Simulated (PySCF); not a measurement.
Ionisation energy of Sr by level of theory

Sr [Kr] 5s2 (1S) → Sr⁺ [Kr] 5s1 (2S), as a difference of total energies. Computed with PySCF 2.14 in aug-cc-pVDZ-X2C (7s6p4d, 45 functions), with the spin-free X2C one-electron Hamiltonian (Gaussian nucleus). Correlated levels: valence: [Kr] frozen. The calculations carry no spin-orbit coupling.

Question: Order these methods by the ionisation energy they give, lowest first.
A. MP2 (valence)
B. CCSD (valence)
C. SCS-MP2 (valence)
D. UHF

Answer: D (4.752 eV), A (5.189 eV), C (5.276 eV), B (5.437 eV).

Errors of the correlated levels include the incompleteness of this basis and the frozen core.

With two correlated electrons CCSD is exact in that space.

For comparison: 5.695 eV (measured; NIST Atomic Spectra Database, ionization energies).
